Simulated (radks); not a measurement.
The numbers below are computed, except where a source is named.
Radial electron density D(r) = 4 pi r^2 rho(r) of an atom or ion with 65 electrons. Code: a radial shooting solver on a logarithmic mesh with Libxc functionals. Model: Dirac Kohn-Sham, PBEsol, spin-unpolarised, spherical densities, finite nucleus; Fermi nuclear charge, rms radius of each element as measured or else 0.836 A^(1/3) + 0.57 fm.

r (bohr)   D(r) (e/bohr)
0.0009005          4.003
0.00125            6.798
0.001749           11.47
0.002428           18.64
0.003371           29.25
0.004717           44.14
0.006548           61.68
0.009163           79.14
0.01272            89.69
0.0178             88.94
0.02471            81.47
0.0343             83.52
0.048              104.1
0.06663            117.2
0.09324            99.20
0.1294             90.24
0.1811             104.5
0.2514             75.91
0.349              45.91
0.4884             54.86
0.678              38.87
0.9488             17.49
1.317              10.13
1.843              4.360
2.559              1.223
3.552             0.4553
4.97              0.1942
6.899             0.1510
9.655             0.1055
13.4             0.02300
18.75           0.001089

What is the nuclear charge?

Answer. Z = 66. The innermost maximum, from 1s, lies near gamma/Z bohr with gamma = sqrt(1 - (Z/c)^2) = 0.876, here 0.0133 bohr (found: 0.0147), and its height grows with Z. The density is that of the dysprosium ion Dy+ in [Kr] 4d10 4f10 5s1 5p6 6s1 5f1; the configuration itself is not fixed sharply by these data, and Z only to a few units. D(r) has 4 maxima, at r = 0.0147, 0.0651, 0.181, 0.496 bohr, and minima at 0.0283, 0.119, 0.355 bohr, inside which lie 2.01, 11.14, 29.53 electrons.
